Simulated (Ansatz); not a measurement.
`C[NH][AlH][Cl]`, charge 0, multiplicity 1.

Task: Give a relaxed structure at PBE0-D4/def2-TZVP (Ansatz 0.2.0). (Estimate.)

Result: The calculation gave: 
Z-matrix (Å, degrees):
```
C
N 1 1.448
H 1 1.096 2 112.1
H 1 1.096 2 112.1 3 -121.4
H 1 1.092 2 109.8 3 119.3
Al 2 1.758 1 129.6 3 -119.3
H 2 1.010 1 112.1 3 60.7
Cl 6 2.100 2 117.6 1 -0.0
H 6 1.571 2 121.4 1 180.0
```
Point group Cs.
This is one stationary point; other conformers may exist.
